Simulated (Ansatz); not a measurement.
Several settings on one geometry of (BeTe)2 ring (Be₂Te₂) (that of the charge 0 singlet, PBE0-D4/def2-TZVP). Ansatz on 4 threads of Arm Neoverse V1 on a shared host; times are rough.

| atom | x (Å) | y (Å) | z (Å) |
| --- | --- | --- | --- |
| Be1 | -0.0313 | -0.9667 | 0.3849 |
| Te2 | -1.4806 | 0.5442 | 1.2467 |
| Be3 | 0.0313 | 0.9667 | -0.3849 |
| Te4 | 1.4806 | -0.5442 | -1.2467 |

Totals from different functionals, basis sets or treatments of relativity can't be compared as stabilities.

In the def2 sets Te takes a core potential; there is no spin–orbit coupling. Correlated methods freeze 8 core orbitals; core or outer-core shells of Te are correlated, in sets that lack core-valence functions.

Scalar relativity in a set contracted without it gives distorted totals.

The spins typed aren't always the lowest for that charge.

Q: Give the basis size and estimate the energy, ⟨S²⟩ and time of these runs.

| run | method | charge | state | further keys |
| --- | --- | --- | --- | --- |
| 1 | UKS ωPBEh/def2-SVPD | -1 | doublet | scf: {omitted_lower_state_checks: [starts]}; forces asked |
| 2 | UKS B2PLYP/def2-mTZVPP | 1 | doublet | nuclear_model: gaussian; pseudopotentials: {relativity: scalar}; scf: {omitted_lower_state_checks: [starts]}; forces asked |
| 3 | RKS PBEsol-D3(BJ)/STO-3G | 0 | singlet | final_grid: {core_spheres: 8, valence_spheres: 7, degree: 23}; nuclear_model: gaussian; scf: {lower_state_search: light}; forces asked |

A: 
```tsv
run	functions	energy (Eh)	⟨S²⟩	wall time
1	94	-565.6381	0.78	3.3 s
2	94	-564.7772	0.80	6.5 s
3	64	-13120.6394	–	0.6 s
```
